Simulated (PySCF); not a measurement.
Computed Raman spectrum (relative Raman activity) of a molecule C3H7BO2. The structure is a stationary point at B3LYP-D3(BJ)/def2-SVP. One conformer was computed; it need not be the lowest. Level of theory: B3LYP-D3(BJ)/def2-SVP run with PySCF. No scaling factor is applied to the harmonic values.

```json
[
 {"ν (cm⁻¹)": "635", "relative intensity": "2.7"},
 {"ν (cm⁻¹)": "768", "relative intensity": "6.1"},
 {"ν (cm⁻¹)": "867", "relative intensity": "7.0"},
 {"ν (cm⁻¹)": "949", "relative intensity": "2.9"},
 {"ν (cm⁻¹)": "1004", "relative intensity": "2.8"},
 {"ν (cm⁻¹)": "1106", "relative intensity": "4.6"},
 {"ν (cm⁻¹)": "1170", "relative intensity": "2.4"},
 {"ν (cm⁻¹)": "1191", "relative intensity": "3.8"},
 {"ν (cm⁻¹)": "1307", "relative intensity": "3.1"},
 {"ν (cm⁻¹)": "1403", "relative intensity": "3.3"},
 {"ν (cm⁻¹)": "1464", "relative intensity": "8.2"},
 {"ν (cm⁻¹)": "1478", "relative intensity": "11"},
 {"ν (cm⁻¹)": "1482", "relative intensity": "12"},
 {"ν (cm⁻¹)": "1545", "relative intensity": "2.1"},
 {"ν (cm⁻¹)": "3016", "relative intensity": "85"},
 {"ν (cm⁻¹)": "3037", "relative intensity": "100"},
 {"ν (cm⁻¹)": "3055", "relative intensity": "94"},
 {"ν (cm⁻¹)": "3089", "relative intensity": "58"},
 {"ν (cm⁻¹)": "3097", "relative intensity": "44"},
 {"ν (cm⁻¹)": "3102", "relative intensity": "65"},
 {"ν (cm⁻¹)": "3880", "relative intensity": "48"}
]
```

Q: Identify the compound among the candidates.
(A) OB1CCCO1
(B) C=CCB(O)O
(C) C[C@@H]1COB1O
(D) CB1OCCO1

A: C, C[C@@H]1COB1O
